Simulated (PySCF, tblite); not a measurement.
Isomers of C5H9NO2Si, one GFN2-xTB conformer each. Single-point energies are computed at PBE0/pcSseg-1 (PySCF, gas phase, no added dispersion term), electronic only.

| SMILES | GFN2-xTB relative energy (kJ/mol) |
| --- | --- |
| C=C([SiH2]N)C(=O)CC=O | 249.1 |
| CNC(=O)C(=O)/C=C/[SiH3] | 222.5 |
| C/C=C(\C#N)O[SiH2]OC | 0.0 |
| [H]/N=C/C[C@H]1OCC(=O)[SiH2]1 | 279.4 |

Conformers: `[CH2:1]=[C:2]([SiH2:3][NH2:4])[C:5](=[O:6])[CH2:7][CH:8]=[O:9]` with C1–C2–Si3–N4 -16°, C2–Si3–N4–H 171° and -52°, C1–C2–C5–O6 -149°, C2–C5–C7–C8 -98°, C5–C7–C8–O9 107°; `[CH3:1][NH:2][C:3](=[O:4])[C:5](=[O:6])/[CH:7]=[CH:8]/[SiH3:9]` with C1–N2–C3–O4 0°, N2–C3–C5–O6 -1°, C3–C5–C7–C8 -178°; `[CH3:1]/[CH:2]=[C:3](\[C:4]#[N:5])[O:6][SiH2:7][O:8][CH3:9]` with C2–C3–O6–Si7 0°, C3–O6–Si7–O8 180°, O6–Si7–O8–C9 -179°; `[H]/[N:1]=[CH:2]/[CH2:3][C@H:4]1[O:5][CH2:6][C:7](=[O:8])[SiH2:9]1` with N1–C2–C3–C4 13°, C2–C3–C4–O5 -153°, C3–C4–O5–C6 165°, C4–O5–C6–C7 -41°, O5–C6–C7–O8 -165°, C6–C7–Si9–C4 5°.

Q: What does PBE0/pcSseg-1 give for the same structures?

A: 
```tsv
SMILES	PBE0/pcSseg-1 E (Eh)	PBE0/pcSseg-1 (kJ/mol)	GFN2-xTB (kJ/mol)	point group
C/C=C(\C#N)O[SiH2]OC	-690.01569	0.0	0.0	near Cs
CNC(=O)C(=O)/C=C/[SiH3]	-689.99680	49.6	222.5	near Cs
C=C([SiH2]N)C(=O)CC=O	-689.99406	56.8	249.1	C1
[H]/N=C/C[C@H]1OCC(=O)[SiH2]1	-689.95464	160.3	279.4	C1
```

Both levels put the same isomer lowest; measured from each level's own lowest isomer, the values differ by up to 192.3 kJ/mol (C=C([SiH2]N)C(=O)CC=O: 249.1 against 56.8). As drawn, the lowest has a C≡N group, an Si–O bond and a C=C bond outside aromatic rings, which the highest lacks; the highest has a C=O bond, a C=N bond and an N–H bond, which the lowest lacks. Neighbours under 10 kJ/mol apart (CNC(=O)C(=O)/C=C/[SiH3] and C=C([SiH2]N)C(=O)CC=O) can change places with a better method, another conformer or zero-point energy.

Q: Which frontier levels, dipoles and rotational constants go with these structures?

A: 
```tsv
SMILES	HOMO (eV, PBE0/pcSseg-1)	LUMO (eV)	dipole (D)	A, B, C (MHz)
C/C=C(\C#N)O[SiH2]OC	-7.31	-1.04	5.45	3015, 651.7, 542.8
CNC(=O)C(=O)/C=C/[SiH3]	-7.22	-2.68	1.22	4268, 522.9, 469.9
C=C([SiH2]N)C(=O)CC=O	-7.47	-2.11	3.00	2963, 735.9, 624.7
[H]/N=C/C[C@H]1OCC(=O)[SiH2]1	-5.45	-1.18	6.64	2806, 1053, 796.2
```

Q: What happens when harmonic zero-point energies from GFN2-xTB frequencies are added?

A: 
```tsv
SMILES	ZPE (kJ/mol)	electronic (kJ/mol)	with ZPE (kJ/mol)
C/C=C(\C#N)O[SiH2]OC	342.7	0.0	0.0
CNC(=O)C(=O)/C=C/[SiH3]	333.7	49.6	40.6
C=C([SiH2]N)C(=O)CC=O	337.8	56.8	51.9
[H]/N=C/C[C@H]1OCC(=O)[SiH2]1	346.1	160.3	163.7
```

The zero-point energies span 12.4 kJ/mol. The order is unchanged.
